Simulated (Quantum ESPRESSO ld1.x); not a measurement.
Values are calculated unless marked as measured or tabulated.
Question: The mean radii <r> (bohr) of the occupied orbitals of an atom or ion are listed with their occupations. Code: ld1.x of Quantum ESPRESSO 7.5. Model: scalar-relativistic Kohn-Sham, LDA (Slater exchange, Perdew-Zunger correlation), spin-polarised, spherical densities, point nucleus.

orbital  occ.      <r>
1s up       1  0.04414
1s down     1  0.04414
2s up       1   0.1962
2s down     1   0.1962
2p up       3   0.1712
2p down     3   0.1712
3s up       1   0.5743
3s down     1   0.5739
3p up       3   0.5886
3p down     3   0.5879
3d up       5   0.6207
3d down     5   0.6179
4s up       1    1.531

Name the element and its charge. Open shells, if any, are filled with parallel spins first.

Answer: Z = 34, selenium, charge +5: Se5+ in [Ar] 3d10 4s1. The 1s radius gives Z: for a bare nucleus <r> = (2 gamma + 1)/(2Z) with gamma = sqrt(1 - (Z/c)^2), 0.0432 bohr for Z = 34, and screening makes it slightly larger (0.04414 here). The occupations add up to 29, and the charge is Z minus that.
